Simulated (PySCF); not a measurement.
An equivalent PySCF input for F⁺ (fluorine, charge +1), [He] 2s2 2p4, high-spin 3P determinant, with the spin-free X2C one-electron Hamiltonian (Gaussian nucleus):

```python
from pyscf import gto, scf, dft, mp, cc
import basis_set_exchange as bse
mol = gto.M(atom="F 0 0 0", charge=1, spin=2, symmetry="D2h",
            basis=gto.basis.parse(bse.get_basis("ANO-RCC-VTZP", elements=["F"], fmt="nwchem", header=False)),
            nucmod="G")
mf = dft.UKS(mol, xc="PBE").sfx2c1e()
mf.irrep_nelec = {'Ag': (2, 2), 'B1u': (1, 0), 'B2u': (1, 1), 'B3u': (1, 0)}
mf.kernel()
```

It reaches the same state as the run whose output follows, with an energy that differs only through the grid. The run itself started from symmetry-adapted Hartree-Fock orbitals and held the occupation by maximum overlap, on a logarithmic radial grid, so the iterations belong to that start.

```
SCF conv_tol = 1e-09
number electrons alpha = 5  beta = 3
XC functionals = PBE
    J. P. Perdew, K. Burke, and M. Ernzerhof.,  Phys. Rev. Lett. 77, 3865 (1996)
    J. P. Perdew, K. Burke, and M. Ernzerhof.,  Phys. Rev. Lett. 78, 1396 (1997)
    J. P. Perdew, K. Burke, and M. Ernzerhof.,  Phys. Rev. Lett. 77, 3865 (1996)
    J. P. Perdew, K. Burke, and M. Ernzerhof.,  Phys. Rev. Lett. 78, 1396 (1997)
cycle= 1 E= -99.1145431739692  delta_E= -0.00588  |g|= 0.0122  |ddm|= 0.0672
cycle= 2 E= -99.1145742720842  delta_E= -3.11e-05  |g|= 0.00618  |ddm|= 0.00791
cycle= 3 E= -99.1145839659571  delta_E= -9.69e-06  |g|= 0.00144  |ddm|= 0.00328
cycle= 4 E= -99.1145845237974  delta_E= -5.58e-07  |g|= 3.52e-05  |ddm|= 0.000637
cycle= 5 E= -99.1145845242339  delta_E= -4.37e-10  |g|= 2.24e-06  |ddm|= 2.09e-05
converged SCF energy = -99.1145845242339  <S^2> = 2.0019281  2S+1 = 3.0012851
```
